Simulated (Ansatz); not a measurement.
Molecule: sum formula SiOCl₃ (charge -1, singlet). It need not be the lowest isomer of its formula. Whether it binds its extra electron was not tested at this geometry. 
Structure (B3LYP-D3(BJ)/def2-TZVP (Ansatz, a program for electronic structure) minimum search):
```xyz
5

Si     0.4228    -0.0654     0.2414
Cl     0.3274     1.6078    -1.0575
Cl    -0.1848    -1.6413    -1.0405
Cl    -1.3093     0.2139     1.4320
O      1.7393    -0.2690     0.9929
```
Charge -1, spin multiplicity 1.

Parts of the frozen-core correlation energy in STO-3G (Ansatz, hartree). Frozen orbitals: 21; correlated occupied orbitals by spin: 16 and 16; virtual: 4 and 4. Spin-orbit coupling is left out. No relativistic terms.

```
term                             value
-------------------------  -----------
reference (HF)             -1723.27024
MP2 opposite-spin                  ___
MP2 same-spin                      ___
CCSD correlation              -0.10692
(T)                                ___
FCI minus CCSD(T)              0.00003
T1 diagnostic                    0.018
largest doubles amplitude        0.061
```

Q: What belongs in the gaps?

A: 
- MP2 opposite-spin, value: -0.07585
- MP2 same-spin, value: -0.02379
- (T), value: -0.01037
